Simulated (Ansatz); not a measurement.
CH6FNO2Si (`NC(O)(O)[SiH2]F`), relaxed with RKS PBE0-D4/def2-TZVP in Ansatz from a PBE-D4/def2-SVP geometry. The force threshold is 0.005 eV/Å; the program also tests the step.

Charge 0, multiplicity 1.

Start:

```xyz
12

N    -0.346    0.478   -1.374
C     0.080    0.382    0.007
O    -0.787    1.247    0.719
O     1.437    0.707    0.238
Si   -0.210   -1.466    0.441
F     0.200   -1.751    2.013
H    -0.748    1.405   -1.574
H     0.443    0.297   -2.002
H    -0.552    1.152    1.663
H     1.537    1.655   -0.003
H    -1.674   -1.749    0.308
H     0.621   -2.357   -0.436
```

(1) By how much does the energy fall, and how many steps does the optimiser take? (Estimate.)

(2) Which bonds change most? (Best estimate.)

(3) Give the relaxed structure. (Best estimate.)

## Answers

(1) Ansatz gave: 6.80 kJ/mol, in 7 steps.

(2) Ansatz gave: Si5–F6 from 1.650 to 1.605 Å; Si5–H12 from 1.501 to 1.483 Å; Si5–H11 from 1.497 to 1.478 Å; N1–H7 from 1.030 to 1.013 Å.

(3) Computed: 
```xyz
12

N    -0.333    0.482   -1.364
C     0.079    0.372    0.009
O    -0.778    1.238    0.711
O     1.422    0.701    0.242
Si   -0.210   -1.461    0.445
F     0.203   -1.735    1.972
H    -0.748    1.387   -1.554
H     0.437    0.300   -1.991
H    -0.568    1.162    1.647
H     1.540    1.630   -0.003
H    -1.655   -1.744    0.316
H     0.612   -2.330   -0.431
```
